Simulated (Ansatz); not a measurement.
Steps of a relaxation of C3H9BO (`CBCOC`) with RKS PBE0-D4/def2-TZVP.

```sh
$ ansatz run in.yaml --threads 4 --pin off --events-out ev --progress --plain --max-ram 10444MiB
```

```yaml
crystal:
  periodic: [false, false, false]
  atoms:
    - {symbol: C, position_ang: [-1.738588, 0.964367, 1.035313]}
    - {symbol: B, position_ang: [-0.324255, 1.363489, 0.512820]}
    - {symbol: C, position_ang: [0.652118, 0.360699, -0.193456]}
    - {symbol: O, position_ang: [0.162907, -0.958700, -0.290551]}
    - {symbol: C, position_ang: [1.062292, -1.844067, -0.905379]}
    - {symbol: H, position_ang: [-2.449472, 1.323197, 0.249384]}
    - {symbol: H, position_ang: [-2.043899, 1.495709, 1.959914]}
    - {symbol: H, position_ang: [-1.889167, -0.128125, 1.132366]}
    - {symbol: H, position_ang: [0.074391, 2.517369, 0.601760]}
    - {symbol: H, position_ang: [0.920223, 0.782760, -1.203190]}
    - {symbol: H, position_ang: [1.632218, 0.403904, 0.363293]}
    - {symbol: H, position_ang: [0.590688, -2.846621, -0.932978]}
    - {symbol: H, position_ang: [2.029014, -1.923346, -0.346341]}
    - {symbol: H, position_ang: [1.308429, -1.539735, -1.954255]}
basis:
  gaussian: {orbitals: def2-TZVP}
hamiltonian: {xc: pbe0, dispersion: d4}
relax: {f_tol: 0.005, max_steps: 150}
```

Positions (Å) and forces (eV/Å) along the path, 9 of 13 steps:

```xyz
14
step=1 energy=-5975.6826 eV
C    -1.739    0.964    1.035   -0.296   -0.005   -0.015
B    -0.324    1.363    0.513    0.056    0.149    0.028
C     0.652    0.361   -0.193    0.427    0.264   -0.126
O     0.163   -0.959   -0.291    0.317    0.109   -0.116
C     1.062   -1.844   -0.905    0.341   -0.271   -0.218
H    -2.449    1.323    0.249    0.308   -0.181    0.353
H    -2.044    1.496    1.960    0.164   -0.285   -0.435
H    -1.889   -0.128    1.132    0.054    0.550   -0.010
H     0.074    2.517    0.602   -0.148   -0.451   -0.039
H     0.920    0.783   -1.203   -0.181   -0.288    0.455
H     1.632    0.404    0.363   -0.498   -0.124   -0.248
H     0.591   -2.847   -0.933    0.203    0.535    0.035
H     2.029   -1.923   -0.346   -0.554    0.096   -0.236
H     1.308   -1.540   -1.954   -0.194   -0.098    0.571
14
step=4 energy=-5975.7389 eV
C    -1.730    0.965    1.027    0.003    0.001    0.014
B    -0.319    1.350    0.512   -0.018    0.009   -0.042
C     0.651    0.353   -0.189    0.006    0.004    0.016
O     0.160   -0.959   -0.289   -0.014   -0.003    0.006
C     1.064   -1.829   -0.907    0.008   -0.005   -0.005
H    -2.432    1.298    0.245    0.004   -0.002   -0.003
H    -2.028    1.505    1.929   -0.003    0.001    0.003
H    -1.881   -0.107    1.153   -0.002   -0.005    0.001
H     0.074    2.484    0.595    0.008    0.000    0.013
H     0.908    0.757   -1.188   -0.003    0.004   -0.001
H     1.612    0.376    0.362    0.008   -0.003    0.001
H     0.605   -2.818   -0.939   -0.002   -0.004   -0.001
H     2.009   -1.894   -0.348    0.003    0.000    0.002
H     1.295   -1.510   -1.933    0.000    0.002   -0.004
14
step=5 energy=-5975.7390 eV
C    -1.730    0.965    1.027   -0.001    0.004    0.003
B    -0.320    1.351    0.510   -0.002    0.001   -0.005
C     0.651    0.353   -0.189    0.003    0.005    0.003
O     0.160   -0.959   -0.289   -0.007   -0.002    0.004
C     1.064   -1.829   -0.907    0.007   -0.004   -0.005
H    -2.433    1.296    0.245    0.000   -0.003   -0.001
H    -2.028    1.506    1.928    0.000    0.000   -0.001
H    -1.880   -0.107    1.154    0.000   -0.001    0.000
H     0.075    2.484    0.596    0.002    0.000    0.002
H     0.909    0.757   -1.187   -0.001    0.000    0.000
H     1.612    0.376    0.363    0.000   -0.001   -0.001
H     0.604   -2.818   -0.940    0.000    0.000    0.000
H     2.008   -1.894   -0.348   -0.001    0.001    0.000
H     1.295   -1.510   -1.933   -0.001    0.001    0.000
14
step=6 energy=-5975.7391 eV
C    -1.730    0.965    1.027    0.000    0.004    0.002
B    -0.320    1.351    0.510    0.000    0.000    0.002
C     0.651    0.353   -0.188    0.000    0.001    0.000
O     0.160   -0.959   -0.289   -0.001   -0.001    0.001
C     1.063   -1.829   -0.908    0.002   -0.001   -0.002
H    -2.433    1.293    0.244    0.000   -0.003   -0.001
H    -2.029    1.509    1.927    0.000    0.000   -0.001
H    -1.879   -0.107    1.158    0.000    0.000   -0.001
H     0.075    2.484    0.596    0.001    0.000    0.000
H     0.910    0.756   -1.187    0.000    0.000    0.000
H     1.612    0.375    0.363   -0.001    0.000   -0.001
H     0.604   -2.818   -0.942    0.000    0.000    0.000
H     2.009   -1.894   -0.349    0.000    0.000    0.000
H     1.295   -1.509   -1.934    0.000    0.000    0.001
14
step=9 energy=-5975.7391 eV
C    -1.729    0.967    1.029   -0.008    0.003    0.002
B    -0.317    1.352    0.516   -0.001    0.001    0.004
C     0.653    0.352   -0.181   -0.004   -0.004   -0.005
O     0.160   -0.959   -0.284    0.007    0.001   -0.003
C     1.060   -1.827   -0.912   -0.006    0.004    0.004
H    -2.423    1.255    0.222    0.009   -0.004    0.009
H    -2.050    1.534    1.906    0.002   -0.008   -0.010
H    -1.865   -0.104    1.190    0.000    0.009   -0.001
H     0.081    2.483    0.602   -0.001   -0.001    0.000
H     0.910    0.756   -1.180    0.001    0.000    0.000
H     1.615    0.372    0.368    0.000    0.001    0.000
H     0.600   -2.815   -0.949    0.000    0.000    0.000
H     2.008   -1.895   -0.360    0.000    0.000   -0.001
H     1.285   -1.501   -1.938    0.001   -0.001    0.000
14
step=10 energy=-5975.7392 eV
C    -1.728    0.966    1.029   -0.011    0.003    0.001
B    -0.316    1.352    0.518   -0.001    0.001    0.002
C     0.653    0.353   -0.181   -0.001   -0.001   -0.003
O     0.160   -0.958   -0.284    0.003    0.000   -0.002
C     1.058   -1.826   -0.913   -0.002    0.002    0.002
H    -2.420    1.248    0.218    0.009   -0.004    0.009
H    -2.054    1.536    1.902    0.003   -0.007   -0.010
H    -1.862   -0.104    1.194    0.000    0.008   -0.001
H     0.082    2.484    0.605   -0.001   -0.001    0.000
H     0.910    0.758   -1.180    0.000    0.000    0.000
H     1.615    0.372    0.368    0.000    0.000    0.000
H     0.598   -2.815   -0.949    0.000    0.000    0.000
H     2.007   -1.895   -0.360    0.000    0.000    0.000
H     1.283   -1.501   -1.939    0.000   -0.001    0.000
14
step=11 energy=-5975.7392 eV
C    -1.727    0.966    1.030   -0.007    0.003    0.000
B    -0.315    1.353    0.519    0.000    0.000    0.001
C     0.653    0.354   -0.182    0.001    0.001    0.000
O     0.159   -0.957   -0.285   -0.001    0.000    0.000
C     1.057   -1.826   -0.913    0.001    0.000   -0.001
H    -2.416    1.242    0.215    0.004   -0.002    0.005
H    -2.057    1.538    1.899    0.002   -0.003   -0.004
H    -1.859   -0.104    1.198    0.000    0.003   -0.001
H     0.084    2.484    0.608    0.000    0.000   -0.001
H     0.910    0.759   -1.180    0.000    0.000    0.000
H     1.615    0.372    0.367    0.000    0.000    0.000
H     0.596   -2.814   -0.948    0.000    0.000    0.000
H     2.005   -1.895   -0.360    0.000    0.000    0.000
H     1.283   -1.502   -1.939    0.000    0.000    0.000
14
step=12 energy=-5975.7392 eV rejected
C    -1.727    0.965    1.030    0.002   -0.001    0.004
B    -0.315    1.353    0.521   -0.006    0.004   -0.016
C     0.653    0.354   -0.182    0.001   -0.002    0.004
O     0.158   -0.956   -0.286    0.001    0.000    0.001
C     1.057   -1.826   -0.913    0.000    0.000    0.000
H    -2.415    1.239    0.214    0.001    0.001    0.000
H    -2.059    1.539    1.898   -0.001    0.000    0.001
H    -1.858   -0.104    1.200    0.000   -0.001    0.001
H     0.083    2.484    0.607    0.002   -0.001    0.006
H     0.910    0.760   -1.180   -0.001    0.000    0.001
H     1.616    0.372    0.367    0.001    0.000    0.000
H     0.595   -2.813   -0.949    0.000    0.000    0.000
H     2.004   -1.896   -0.359    0.000    0.000    0.000
H     1.284   -1.502   -1.939    0.000    0.000    0.000
14
step=13 energy=-5975.7392 eV
C    -1.727    0.966    1.030    0.001    0.000   -0.001
B    -0.315    1.353    0.519    0.001    0.000    0.002
C     0.653    0.354   -0.182   -0.001    0.000   -0.001
O     0.158   -0.956   -0.286    0.000    0.000    0.000
C     1.057   -1.826   -0.913    0.000    0.000    0.000
H    -2.416    1.240    0.215   -0.001    0.000   -0.001
H    -2.058    1.539    1.899    0.000    0.001    0.001
H    -1.858   -0.104    1.199    0.000   -0.001    0.000
H     0.084    2.484    0.608    0.000    0.000    0.000
H     0.910    0.760   -1.180    0.000    0.000    0.000
H     1.615    0.372    0.367    0.000    0.000    0.000
H     0.596   -2.814   -0.949    0.000    0.000    0.000
H     2.005   -1.895   -0.359    0.000    0.000    0.000
H     1.284   -1.502   -1.939    0.000    0.000    0.000
```

It took 33 s on 4 threads of an Arm Neoverse V2 on a shared host, with 0.51 GiB of host memory at the peak.
